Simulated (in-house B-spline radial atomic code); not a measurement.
Li is squeezed into an impenetrable sphere of radius R (the orbitals vanish at R). No spin polarisation. Method: non-relativistic LDA VWN5, spherical fractional occupations, point nucleus. Calculated with a B-spline radial code for spherical atoms.

Energies in eV above the free atom in [He] 2s1:

```csv
R (bohr),highest level (eV),[He] 2s1,[He] 2p1,-dE/dV in [He] 2s1 (GPa)
8.16,-2.43,0.2005,2.23,0.208
6.59,-1.63,0.7016,2.965,1.11
5.47,-0.206,1.737,4.178,4.12
4.35,3.26,4.533,6.873,18.5
3.52,9.54,9.933,11.26,69.2
3.02,17.3,16.8,16.2,175
2.51,32.3,30.64,25.27,528
2.05,60.1,57.26,41.56,1730
1.64,113,110.6,73.28,6220
1.36,184,187.9,119.4,17800
```

Problem. Does [He] 2p1 fall below [He] 2s1 under compression?

Solution. Yes, between R = 3.52 and 3.02 bohr the order changes (near 3.18 bohr by linear interpolation).

The highest level is first positive in the row R = 4.35 bohr, pushed up by confinement above the zero of the free ion's potential. Each configuration is held fixed and needn't be the lowest in the sphere.
